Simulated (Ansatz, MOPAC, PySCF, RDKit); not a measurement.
Complex: HCl (SMILES Cl) (first 2 atoms) with CH2O (SMILES C=O); geometry from B3LYP-D3(BJ)/def2-TZVP, rigid monomers moved along the line of their centres of mass till H2···O4 is 2.13 Å.
(charge 0, multiplicity 1):
```xyz
6

Cl    -0.15234    -0.05621     0.44347
H      0.14962     0.49239     1.58776
C     -0.32713     0.05263     4.27469
O      0.29119     0.89685     3.67844
H     -0.39211     0.06199     5.37555
H     -0.85225    -0.76204     3.74683
```

Monomers are frozen at their geometry in the pair; levels with a basis set take the counterpoise correction. Rows marked so take none. RDKit's UFF carries no charges.

Rows in 3-21G carry no dispersion term and start afresh at each structure. The state that PM7 reach isn't checked; PM7 holds dispersion and hydrogen-bond terms.

Programs: Ansatz (a first-principles code); MOPAC for PM7 (differences of heats of formation); PySCF for 3-21G rows, the dispersion terms; RDKit for the force fields. 

Question: One of these levels gives -4.89 kcal/mol for the interaction energy. Name it.
A. PBE-D3(BJ)/def2-TZVPPD
B. HF/3-21G (no counterpoise)
C. UFF
D. PM7

Answer: D, PM7. The others give 4.84 (UFF), -7.30 (HF/3-21G (no counterpoise)), -5.61 (PBE-D3(BJ)/def2-TZVPPD)
